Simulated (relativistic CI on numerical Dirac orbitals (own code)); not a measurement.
## As7+: sensitivity of the levels to the model

Base calculation: Dirac-Coulomb-Breit CI, orbitals from a KLI potential per configuration, model QED, unscaled Slater integrals.

Configuration list (outside the closed core [Ne]): 3s²3p⁶3d⁸, 3s²3p⁵3d⁹, 3s²3p⁶3d⁷4s, 3s²3p⁶3d⁷4p, 3s²3p⁴3d¹⁰, 3s3p⁶3d⁹, 3s²3p⁶3d⁶4s², 3s²3p⁶3d⁷4d, 3s²3p⁶3d⁶4s4p, 3s²3p⁶3d⁷5s, 3s²3p⁶3d⁶4p², 3s²3p⁶3d⁷4f, 3s²3p⁶3d⁷5p, 3s²3p⁶3d⁶4s4d, 3p⁶3d¹⁰, 3s²3p⁶3d⁷5d, 3s²3p⁶3d⁶4p4d, 3s²3p⁶3d⁷6s, 3s²3p⁶3d⁷5f, 3s²3p⁶3d⁷6p, 3s²3p⁶3d⁷5g, 3s²3p⁶3d⁷6d, 3s²3p⁵3d⁸4s, 3s²3p⁶3d⁶4d², 3s²3p⁵3d⁷4s², 3s²3p⁵3d⁸4p, 3s²3p⁵3d⁷4s4p, 3s3p⁵3d¹⁰, 3s²3p⁴3d⁹4s, 3s²3p⁵3d⁷4p², 3s²3p⁵3d⁸4d, 3s²3p⁴3d⁹4p, 3s3p⁶3d⁸4s, 3s²3p⁵3d⁸5p, 3s3p⁶3d⁸5s, 3s3p⁶3d⁸6s. Levels of other configurations are missing.

Variants: (1) one mean potential for all configurations; (2) only the first configuration. Shifts of the energy above 3s²3p⁶3d⁸ ³F4, in cm⁻¹, for the lowest level and the first level of each name with at least 55 % of one term (blank where a level changes its place among those of its configuration and J or its character, or is not in the variant):

```tsv
Level	Base	Δ(1)	Δ(2)
3s²3p⁶3d⁸ ³F4	0	0	0
3s²3p⁶3d⁸ ³F3	4997	-17	+12
3s²3p⁶3d⁸ ³F2	7877	-25	+141
3s²3p⁶3d⁸ ¹D2	25449	-51	+3435
3s²3p⁶3d⁸ ³P2	33331	-77	+3148
3s²3p⁶3d⁸ ³P1	33983	-77	+2949
3s²3p⁶3d⁸ ³P0	34590	-78	+3037
3s²3p⁶3d⁸ ¹G4	45257	-55	-109
3s²3p⁶3d⁸ ¹S0	94431	-178	+12626
3s²3p⁶3d⁷4s ⁵F5	499285	+3859	
3s²3p⁶3d⁷4s ⁵F4	502586	+3921	
3s²3p⁶3d⁷4s ⁵F3	505226	+3965	
3s²3p⁶3d⁷4s ⁵F2	507078	+3991	
3s²3p⁶3d⁷4s ⁵F1	508254	+4005
```

At this charge configurations can still be misplaced by up to about 7 % of their energy. Terms inside the open d or f shell come out 10 to 20 % too wide with unscaled integrals.

Ionisation energy from the two ground configurations alone: base 179.405 eV. The NIST ASD value (theoretical) is 180 eV.

LS names give the leading component of a level, which can be under half, so a name can repeat, a term be missing and a line seem to break the LS rules.
